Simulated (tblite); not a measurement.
C₇H₁₄O₂Si.
Atom-mapped SMILES: `[CH2:1]=[C:2]([CH3:3])[C@@:4]1([CH2:5][CH3:6])[CH2:7][O:8][SiH2:9][O:10]1` (hydrogens: H11, H12 on C1; H13, H14, H15 on C3; H16, H17 on C5; H18, H19, H20 on C6; H21, H22 on C7; H23, H24 on Si9)

Cartesian coordinates in Å at the GFN2-xTB level; atoms count from 1:
```
atom  x, y, z in Å
C1    -1.4981   -0.0409   -2.0442
C2    -1.3576   -0.1805   -0.7350
C3    -2.4808   -0.6104    0.1531
C4    -0.0220    0.0534   -0.0500
C5     0.8762   -1.1684   -0.3342
C6     2.2372   -1.1081    0.3460
C7     0.6394    1.3801   -0.5218
O8     1.1418    2.0624    0.5871
Si9    0.5204    1.4810    1.9865
O10   -0.2120    0.1748    1.3424
H11   -2.4398   -0.2350   -2.5288
H12   -0.6890    0.2693   -2.6827
H13   -2.1707   -1.4556    0.7644
H14   -2.7434    0.1988    0.8325
H15   -3.3535   -0.8843   -0.4334
H16    0.9955   -1.2508   -1.4162
H17    0.3421   -2.0556    0.0136
H18    2.1189   -1.0844    1.4261
H19    2.7919   -0.2248    0.0409
H20    2.8189   -1.9886    0.0816
H21    1.4582    1.1931   -1.2204
H22   -0.1077    2.0106   -1.0155
H23   -0.4921    2.3658    2.5454
H24    1.6143    1.1177    2.8702
```

All values are computed: GFN2-xTB (tblite) harmonic vibrations without scaling, gas phase. Against measured fundamentals such values can be off by several per cent, at times by over 20. Modes of hydrogen on silicon can be 10 to 20 % off. One conformer, not necessarily the lowest.

Harmonic wavenumbers (cm⁻¹): 46.6, 78.8, 102.6, 140.2, 142.9, 177.5, 211.5, 235.2, 294.0, 320.2, 353.2, 419.4, 472.0, 480.5, 509.7, 542.8, 569.1, 620.8, 678.7, 712.1, 780.6, 799.9, 831.9, 833.4, 891.3, 900.2, 903.5, 956.7, 979.7, 1022.0, 1032.1, 1041.0, 1066.1, 1110.6, 1122.5, 1142.7, 1158.6, 1210.1, 1260.7, 1271.7, 1309.8, 1334.9, 1392.3, 1410.5, 1419.6, 1461.2, 1474.6, 1477.7, 1487.2, 1497.3, 1504.3, 1719.3, 2310.4, 2359.8, 2919.0, 2957.7, 2973.5, 2985.2, 3013.4, 3029.9, 3032.3, 3044.3, 3045.8, 3049.1, 3107.1, 3130.3.

A = 1577, B = 994.4, C = 859.1 MHz; mass 158.076 u (most abundant isotopes); point group C1, symmetry number 1.

Task: Zero-point energy?

Result: Half the sum of the wavenumbers: 42935 cm⁻¹ = 122.76 kcal/mol.

Task: What is S at 298.15 K and 1 bar for an ideal gas of classical rigid rotors and harmonic oscillators?

Result: Translation 41.11, rotation 29.86, vibration 35.31: S = 106.3 cal/(mol K).

Task: And Cp and H(298.15 K) − H(0)?

Result: Cp = 47.06 cal/(mol K), of which vibrations give 39.11 (their classical limit is 66 R = 131.2); H(298.15 K) − H(0) = 8.09 kcal/mol without the zero-point energy, 5.72 from vibrations.

Task: How do the functions run with temperature in this model?

Result: 
| T (K) | S (cal/(mol K)) | Cp (cal/(mol K)) | H − H(0) (kcal/mol) | G − H(0) (kcal/mol) | ln q(vib) |
| --- | --- | --- | --- | --- | --- |
| 100 | 71.8 | 21.0 | 1.38 | -5.80 | 1.85 |
| 200 | 90.3 | 33.8 | 4.12 | -13.94 | 4.96 |
| 300 | 106.6 | 47.3 | 8.18 | -23.79 | 8.17 |
| 500 | 136.6 | 71.2 | 20.15 | -48.16 | 14.69 |
| 800 | 175.6 | 94.3 | 45.29 | -95.18 | 24.21 |
| 1000 | 197.8 | 104.3 | 65.20 | -132.57 | 30.16 |

q(vib) and H(0) count from the zero-point level.

Task: What must be added to the electronic energy to get the Gibbs energy at 298.15 K and 1 bar?

Result: ZPE + [H(298.15 K) − H(0)] − T·S = 122.76 + 8.09 − 31.69 = 99.16 kcal/mol.

Task: Which modes carry the vibrational entropy at 298.15 K?

Result: 46.6 cm⁻¹: 4.96; 78.8 cm⁻¹: 3.92; 102.6 cm⁻¹: 3.40; 140.2 cm⁻¹: 2.80; 142.9 cm⁻¹: 2.76; 177.5 cm⁻¹: 2.35 cal/(mol K); the other 60 give 15.11 together.

Hindered rotation and anharmonicity are outside this model. Other conformers, if any are populated, would add a mixing term that is left out. The structure is chiral; the term R ln 2 for an equal mix with its mirror image is left out.

On one thread, Intel Xeon at 2.50 GHz (x86_64), no GPU, shared host with 64 logical CPUs at a one-minute load of 59, this took 4.0 s of wall time. This covers the Hessian and the dipole derivatives.
